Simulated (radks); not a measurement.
Results of a calculation; reference values are marked as such.
Spherical quantum dot in the effective-mass picture: electrons in a parabolic well V = omega^2 r^2 / 2 with omega = 0.962, with a point charge +1 (a donor) at the centre, all in effective atomic units (hartree* = m*/eps^2 hartree, bohr* = eps/m* bohr), one dielectric constant everywhere. Level of theory: non-relativistic Kohn-Sham, LDA (Slater exchange, Perdew-Wang correlation), spin-polarised, spherical densities (a radial shooting solver with Libxc functionals). Levels are named by radial order and angular momentum (1s, 1p, 1d, 2s, ...), and open shells are averaged over m. Results are scaled to m* = 0.181 and eps = 11.2, for which hartree* = 39.26 meV and bohr* = 3.274 nm.

N = 24, configuration 1s2 1p6 1d10 2s2 1f(up 4, down 0). This is the lowest configuration that the search found. Occupied and some empty levels:

level    occupation  eigenvalue (meV)  <r> (nm)
1s up             1            425.88     4.734
1s down           1            426.50     4.642
1p up             3            448.30     7.032
1p down           3            449.73     6.970
2s up             1            462.77     6.871
2s down           1            464.09     6.912
1d up             5            467.70     8.131
1d down           5            469.45     8.104
1f up             4            488.60     8.930
1f down           0            490.49     8.927
2p up             0            493.14     7.739
2p down           0            494.29     7.767
1g up             0            511.21     9.589
1g down           0            513.11     9.600
2d up             0            519.17     8.629
2d down           0            520.37     8.640

Energy (meV): total 6885.68, kinetic 856.04, external 2093.1, Hartree 4358.0, exchange-correlation -421.49.
